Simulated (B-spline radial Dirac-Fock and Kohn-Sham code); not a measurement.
# What relativity does to the binding energies of Cu⁷⁺

System: the Cu⁷⁺ ion, 1s2 2s2 2p6 3s2 3p6 3d4.

Both columns are ΔSCF binding energies of the configuration average from a radial atomic solver: non-relativistic Hartree-Fock with a point nucleus, and Dirac-Fock with a finite nucleus and the Coulomb interaction alone, averaged over the two j levels with weights 2j+1.

```
shell  Hartree-Fock (eV)  Dirac-Fock (eV)  shift (eV)  shift (%)
   1s             9075.8           9179.5     +103.62      +1.14
   2s             1266.6           1289.0      +22.39      +1.77
   2p             1123.0           1127.5       +4.50      +0.40
   3s              286.2            290.2       +4.04      +1.41
   3p              237.3            238.2       +0.91      +0.38
   3d              164.7            164.0       -0.69      -0.42
```

Relativity binds 1s, 2s, 2p, 3s, 3p more strongly, among those listed most of all 2s in relative terms, and 3d more weakly, because the contracted s and p shells screen the nucleus better.

Values without a named source are computed, but for edge energies of neutral atoms, which are taken from tables.
